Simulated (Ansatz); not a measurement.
`C[O][SnH]([F])[Cl]` + `[Cl][K]` → `C[O][SnH]([Cl])[Cl]` + `[F][K]` at 500 K and 1 bar (redistribution).

Program: Ansatz. Geometries: PBE0-D4/def2-TZVP. ΔE: electronic, gas phase. CBS: MP2 limit from def2 TZ/QZ plus the TZ coupled-cluster correction, frozen cores. def2 core potentials past Kr. For K, Sn outer-core shells are correlated without core-valence functions, which leaves a few kJ/mol of doubt a bond. Scalar relativity is left out up to krypton. One conformer a species, not always the lowest.

```json
{"species": "`C[O][SnH]([F])[Cl]`", "CCSD(T)/CBS energy (Eh)": "-889.30712", "H − E (kJ/mol)": "183.9", "S (J/(mol·K))": "445.8"}
{"species": "`[Cl][K]`", "CCSD(T)/CBS energy (Eh)": "-1059.29673", "H − E (kJ/mol)": "18.9", "S (J/(mol·K))": "258.0"}
{"species": "`C[O][SnH]([Cl])[Cl]`", "CCSD(T)/CBS energy (Eh)": "-1249.30688", "H − E (kJ/mol)": "183.1", "S (J/(mol·K))": "456.4"}
{"species": "`[F][K]`", "CCSD(T)/CBS energy (Eh)": "-699.28088", "H − E (kJ/mol)": "19.2", "S (J/(mol·K))": "245.1"}
```

H − E and S are ideal-gas, rigid-rotor, harmonic terms from PBE0-D4/def2-TZVP, for one conformer and one mirror image of each species. 1 Eh = 2625.50 kJ/mol, R = 8.31446 J/(mol·K).

By hand: ΔE, ΔH, ΔS and ΔG.

ΔE = (-1249.30688) + (-699.28088) − (-889.30712) − (-1059.29673) = 0.01609 Eh = 42.2 kJ/mol. Δ(H − E) = 183.1 + 19.2 − 183.9 − 18.9 = -0.5, so ΔH = 41.7 kJ/mol. ΔS = 456.4 + 245.1 − 445.8 − 258.0 = -2.3 J/(mol·K). ΔG = 41.7 − 500 × (-2.3)/1000 = 42.9 kJ/mol.

By hand: the equilibrium constant, and the temperature at which ΔG would vanish if ΔH and ΔS stayed fixed.

log₁₀ K = −ΔG/(RT ln 10) = -4.5. ΔH and −TΔS have one sign here, so there is no such temperature.

The number of gas molecules stays the same, so ΔS is small and ΔH decides. A doubt of 5 kJ/mol in ΔE shifts log₁₀ K by 0.5 here. Other conformers and mirror images would add mixing entropy, several J/(mol·K) or more a flexible species. Modes under 60 cm⁻¹, often nearly free rotors, make the harmonic entropy too high. These are equilibria of isolated gas molecules and say nothing of rates. Largest T1 diagnostic: 0.014 (customary marks: 0.02 for closed shells, 0.045 for open ones).

ΔS is within the doubt of such terms, so its sign, and with it that verdict, could turn.
